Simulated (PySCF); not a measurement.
C2H3F2, SMILES [CH2]C(F)F, multiplicity 2. Coordinates come from a B3LYP-D3(BJ)/def2-SVP optimisation. The isomer is the one that the SMILES or the coordinates give; other isomers of the formula were not compared.

These are B3LYP-D3(BJ)/def2-SVP in PySCF 2.14.0 values and carry that method's errors.

Harmonic wavenumbers (cm⁻¹): 127, 355, 466, 544, 622, 893, 1052, 1133, 1161, 1364, 1388, 1450, 3054, 3157, 3285. Rotational constants (GHz): 9.712, 9.482, 5.389; symmetry number 1.

### Question
Work out the zero-point energy and the ideal-gas rigid-rotor harmonic-oscillator thermochemistry at 298.15 K and 1 atm.

### Answer
ZPE = ½ Σ hcν = ½ × 20049 cm⁻¹ = 28.66 kcal/mol. H − E(el) = 32.15 kcal/mol. Entropy in cal/(mol K): translation 38.44, rotation 23.99, vibration 6.24, spin 1.38, total 70.04. G − E(el) = 11.27 kcal/mol. Cp = 16.54 cal/(mol K). Modes under 150 cm⁻¹ make the vibrational entropy uncertain.
